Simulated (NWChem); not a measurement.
System: SnBr cation, singlet; SMILES [Br][Sn+]

Results from NWChem. Low-valent species are run as closed-shell singlets; no triplet was tried in these runs. Structure relaxed at the PBE0/def2-SVP level. def2 effective core potentials on Sn; no spin-orbit coupling. Vertical excitations in the gas phase; the lowest state need not have the same character in each row.

Task: Order these by “lowest excitation, singlet (eV)”, lowest first: CAM-B3LYP/def2-SVP, full TDDFT; PBE/def2-SVP, full TDDFT; B3LYP/def2-SVP, full TDDFT; LRC-wPBEh/def2-SVP, full TDDFT.

Result: PBE/def2-SVP, full TDDFT (3.61), B3LYP/def2-SVP, full TDDFT (3.76), CAM-B3LYP/def2-SVP, full TDDFT (4.05), LRC-wPBEh/def2-SVP, full TDDFT (4.17)
